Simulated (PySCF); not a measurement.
## 2 CdH₂ → Cd₂H₄

Level: PBE0 in the def2-TZVP basis family, computed in PySCF with density fitting; scalar-relativistic core potentials for atoms from Rb on, none lighter, no spin–orbit coupling; open shells unrestricted.

```tsv
species	state and structure	E (Eh)	ZPE (kJ/mol)	H(298 K) − H(0) (kJ/mol)	S° (J/(mol K))
CdH₂	singlet, D∞h, Cd–H 1.678 Å (×2)	-168.91965	29.4	9.4	209.2
Cd₂H₄	singlet, C2h, Cd–Cd 3.106 Å, Cd–H 1.671 Å (×2), Cd–H 1.726 Å (×2); Cd–Cd–H 51.1° (×2), Cd–Cd–H 138.9° (×2), H–Cd–H 170.0° (×2)	-337.84734	62.1	17.2	325.3
```

Task: What is the electronic reaction energy?

Result: At PBE0/def2-TZVP, ΔE = -21.1 kJ/mol from the differences of the total energies times 2625.5, downhill.

Task: Add zero-point, thermal and entropy terms for 298.15 K and 1 bar.

Result: ΔZPE = 3.3 and Δ[H(298) − H(0)] = -1.6 kJ/mol give ΔH° = -19.4 kJ/mol. ΔS° = -93.1 J/(mol K), so ΔG° = -19.4 − 298.15 × (-0.0931) = 8 kJ/mol and log₁₀K = -1.5. ΔG° would change sign near 210 K if ΔH° and ΔS° stayed fixed.

Each species is the lowest minimum found with this bonding; other isomers or fragments can lie lower.
